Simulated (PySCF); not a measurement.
C₆H₈, SMILES C#CC1CCC1. Geometry: PBE-D3(BJ)/def2-SVP.

Level of theory: PBE-D3(BJ)/def2-SVP (PySCF).

Harmonic wavenumbers (cm⁻¹): 123, 168, 246, 500, 502, 569, 633, 643, 734, 766, 870, 924, 936, 957, 1004, 1072, 1080, 1159, 1188, 1190, 1202, 1222, 1228, 1305, 1398, 1406, 1434, 2159, 2976, 2997, 3002, 3005, 3055, 3069, 3075, 3409. Rotational constants (GHz): 9.722, 2.301, 2.039; symmetry number 1.

Work out the zero-point energy and the ideal-gas rigid-rotor harmonic-oscillator thermochemistry at 298.15 K and 1 atm.

ZPE = ½ Σ hcν = ½ × 51202 cm⁻¹ = 73.20 kcal/mol. H − E(el) = 77.65 kcal/mol. Entropy in cal/(mol K): translation 39.06, rotation 26.36, vibration 11.46, total 76.87. G − E(el) = 54.73 kcal/mol. Cp = 25.07 cal/(mol K). Modes under 150 cm⁻¹ make the vibrational entropy uncertain.
